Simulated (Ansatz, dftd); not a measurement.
System: AlOH3, charge 0, singlet. AlOH3 (SMILES [OH][AlH2]).
B3LYP-D3(BJ)/def2-TZVP minimum from Ansatz (a quantum-chemistry and plane-wave program):
```xyz
5

Al    -0.3685    -0.4694     0.0571
H     -0.1018    -1.5063     1.2067
H     -1.5558    -0.5722    -0.9785
O      0.7221     0.8313    -0.0353
H      0.6709     1.5304    -0.6886
```

Quantity: atomisation energy (electronic, to ground-state atoms), in kcal/mol. Radicals and triplets start from unrestricted determinants; spin-orbit coupling is neglected. Correlated methods leave the cores frozen. Rows without X2C or -DK are non-relativistic. CBS(X,Y): correlation extrapolated as X^-3, Hartree-Fock from the larger set (Q,5: extrapolated as (X+1)exp(-9√X)). A bracket is a step between two methods taken in the basis named. The functionals are non-relativistic, so their misses hold any scalar relativity. Double hybrids freeze cores in their MP2 part. 'core' is core correlation in cc-pwCVTZ (1s frozen past Ne), 'X2C' scalar relativity in cc-pVTZ-DK, both at CCSD(T). For partners of very few electrons the exact lower level stands in for a higher one.

```
level                                                                                                                          program  atomisation energy (kcal/mol)  difference against the last row
----------------------------------------------------------------------------------------------------------------------  --------------  -----------------------------  -------------------------------
HF/cc-pV(D+d)Z                                                                                                                  Ansatz                          256.7                           -109.7
PBE/def2-TZVPD                                                                                                                  Ansatz                          359.8                             -6.6
r2SCAN/def2-TZVPD                                                                                                               Ansatz                          363.5                             -2.9
B2PLYP/def2-TZVPD                                                                                                               Ansatz                          359.6                             -6.8
B2GP-PLYP-D3(BJ)/def2-TZVPD                                                                                             Ansatz + dftd3                          359.7                             -6.7
MP2/cc-pV(D+d)Z                                                                                                                 Ansatz                          337.4                            -29.0
CCSD/cc-pV(5+d)Z                                                                                                                Ansatz                          361.2                             -5.2
CCSDTQ/cc-pV(D+d)Z                                                                                                              Ansatz                          333.2                            -33.2
CCSD(T)/CBS(cc-pV(Q+d)Z,cc-pV(5+d)Z) + [CCSDT(Q) - CCSD(T)]/cc-pV(T+d)Z + core + X2C                                            Ansatz                          366.4                              0.0
CCSD(T)/CBS(cc-pV(Q+d)Z,cc-pV(5+d)Z) + [CCSDT(Q) - CCSD(T)]/cc-pV(T+d)Z + [CCSDTQ - CCSDT(Q)]/cc-pV(D+d)Z + core + X2C          Ansatz                          366.4                              0.0
```
